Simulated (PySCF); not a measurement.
GaH4P, SMILES [PH2][GaH2].

The structure is a stationary point at r2SCAN-D4/def2-TZVP.

Calculation: CAM-B3LYP/def2-TZVPD run with PySCF.

Isolated molecule, no solvent.

Q: Estimate the frontier levels, gap, dipole moment and polarisability. (The exact figures need the calculation; the answer reports its results.)

A: 
highest occupied level: -8.48 eV
lowest empty level: -0.84 eV
orbital gap: 7.63 eV
dipole moment: 0.69 D
quadrupole, principal values (traceless, Buckingham form, about the centre of nuclear charge): -4.39, -0.40, 4.79 D·Å
mean static polarisability: 61.7 bohr³ (9.15 Å³)
polarisability, principal values: 48.6, 57.4, 79.1 bohr³
